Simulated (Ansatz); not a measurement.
Consider the substitution at a C–B bond: `FCB1N[SiH2]1` + `CC(O)F` → `CC(F)OCF` + `B1N[SiH2]1`.

Program: Ansatz. Geometries: PBE0-D4/def2-TZVP. ΔE: electronic, gas phase. CBS: MP2 limit from def2 TZ/QZ plus the TZ coupled-cluster correction, frozen cores. Functionals use def2-TZVPP. B3LYP here is the variant with VWN-RPA as its local correlation; programs differ in this. One conformer a species, not always the lowest.

| species | B3LYP-D4 energy (Eh) |
| --- | --- |
| `FCB1N[SiH2]1` | -510.18926 |
| `CC(O)F` | -254.41627 |
| `CC(F)OCF` | -393.02426 |
| `B1N[SiH2]1` | -371.56863 |

Problem. Work out ΔE.

Solution. ΔE = (-393.02426) + (-371.56863) − (-510.18926) − (-254.41627) = 0.01264 Eh = +33.2 kJ/mol. CCSD(T)/CBS gives +32.3 kJ/mol.

Largest T1 diagnostic among the species: 0.014.

In def2-TZVPP, CCSD(T) changes the Hartree–Fock value by +5.5 kJ/mol (the triples alone add −0.9 kJ/mol) and MP2 by +9.0 kJ/mol.
